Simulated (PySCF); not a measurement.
BiBrH6Si2. Atoms are numbered in the order given.

```xyz
10

Bi     0.4175    -0.6361     0.0000
Br    -2.0822     0.3256     0.0000
Si     1.1016     1.1611    -1.8932
H      0.6711     2.5228    -1.4735
H      2.5835     1.1392    -2.0892
H      0.4347     0.7816    -3.1708
Si     1.1016     1.1611     1.8932
H      0.6711     2.5228     1.4735
H      0.4347     0.7816     3.1708
H      2.5835     1.1392     2.0892
```

The structure is a stationary point at B3LYP-D3(BJ)/def2-SVP. The def2 effective core potentials stand for the cores of Bi; spin–orbit coupling is left out.

The numbers are results of PBE/def2-TZVP (PySCF), not measurements.

```yaml
total_energy: -3370.78232 hartree
point_group: Cs
highest_occupied_level: -6.15 eV
lowest_empty_level: -3.07 eV
orbital_gap: 3.07 eV
dipole_moment: 2.92 D
quadrupole, principal values (traceless, Buckingham form, about the centre of nuclear charge): -3.72, 0.88, 2.84 D·Å
mean_static_polarisability: 135.8 bohr³ (20.12 Å³)
polarisability_principal_values: 117.7, 141.8, 147.8 bohr³
```
